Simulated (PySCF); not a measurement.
Species: CF3SO3CH3, C2H3F3O3S.
Bonds: C1–O2, O2–S3, S3–O4 (double), S3–O5 (double), S3–C6, C6–F7, C6–F8, C6–F9. Hydrogens: H10, H11, H12 on C1.

Torsions of this conformer, `[CH3:1][O:2][S:3](=[O:4])(=[O:5])[C:6]([F:7])([F:8])[F:9]`: C1–O2–S3–O4 71°, O2–S3–C6–F7 63°.

The closed-shell ground state was solved at several levels (PySCF, density fitting, gas phase, non-relativistic). Isolated species at its PBE0-D3(BJ)/def2-TZVP geometry (one conformer only).

```csv
level,basis functions,HOMO (eV),LUMO (eV),gap (eV),dipole (D)
B97-2/pcSseg-2,373,-9.05,0.24,9.29,3.25
PBE0/pcSseg-2,373,-9.36,0.24,9.60,3.27
KT3/pcSseg-2,373,-7.78,-0.79,6.99,3.11
```

Problem. What might wB97X-D/pcSseg-2 (373 basis functions) give for the same quantities?

Solution. HOMO -11.28 eV, LUMO 1.98 eV, gap 13.26 eV, dipole 3.30 D.

Problem. Over all these levels, which gives the widest orbital gap and which the narrowest?

Solution. wB97X-D/pcSseg-2 (range-separated hybrid) has the widest, 13.26 eV, and KT3/pcSseg-2 (GGA) the narrowest, 6.99 eV. From the narrowest to the widest the HOMO moves by -3.50 eV and the LUMO by +2.77 eV.

Problem. In the pcSseg-2 basis, how does the gap go with the fixed share of exact exchange?

Solution. KT3 (0 %) 6.99 eV; B97-2 (21 %) 9.29 eV; PBE0 (25 %) 9.60 eV. Each rise in the share widens the gap here.

Problem. How far do the dipole and the HOMO energy spread over the levels?

Solution. The dipole runs from 3.11 to 3.30 D (mean 3.23 D) and the HOMO from -11.28 to -7.78 eV.
